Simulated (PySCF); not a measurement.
C5H5F. Atoms are numbered in the order given.

```xyz
11

F     -1.9288    -0.3516     0.0000
C     -0.7456     0.3585     0.0000
C      0.1509     0.0991    -1.1892
C      1.4025    -0.1155    -0.7408
C      1.4025    -0.1155     0.7408
C      0.1509     0.0991     1.1892
H     -1.0078     1.4392     0.0000
H     -0.1926     0.1529    -2.2221
H      2.2921    -0.2674    -1.3545
H      2.2921    -0.2674     1.3545
H     -0.1926     0.1529     2.2221
```
Charge 0, spin multiplicity 1.

Geometry: B3LYP-D3(BJ)/def2-SVP. One conformer was computed; it need not be the lowest.

Level of theory: TDDFT-PBE/def2-SVPD run with PySCF.

Vertical excitations.  State labels are in the subgroup Cs.

Computed excitation energies, oscillator strengths and character:
```csv
state,symmetry,energy (eV),λ (nm),f,main pairs
S1,A",4.23,293,0.037,HOMO→LUMO 97 %
S2,A',5.64,220,0.015,HOMO−1→LUMO 88 %
S3,A",5.86,212,0.008,HOMO−2→LUMO 98 %
S4,A',6.17,201,0.001,"HOMO−3→LUMO 61 %, HOMO→LUMO+1 39 %"
S5,A",6.18,201,0.004,HOMO→LUMO+2 100 %
S6,A",6.76,183,0.035,HOMO→LUMO+3 98 %
S7,A',6.82,182,0.034,HOMO→LUMO+4 98 %
S8,A',7.06,176,0.003,HOMO−4→LUMO 97 %
S9,A",7.29,170,0.002,HOMO→LUMO+5 99 %
S10,A',7.49,166,0.006,HOMO→LUMO+6 97 %
T1,A",2.71,458,0,HOMO→LUMO 98 %
T2,A',4.80,258,0,"HOMO−1→LUMO 65 %, HOMO→LUMO+1 22 %, HOMO−3→LUMO 12 %"
T3,A',5.42,229,0,"HOMO→LUMO+1 41 %, HOMO−1→LUMO 35 %, HOMO−3→LUMO 24 %"
T4,A",5.51,225,0,HOMO−2→LUMO 99 %
```
Triplets are in the Tamm–Dancoff approximation, which puts them higher than full response would, so one can lie above its singlet here.
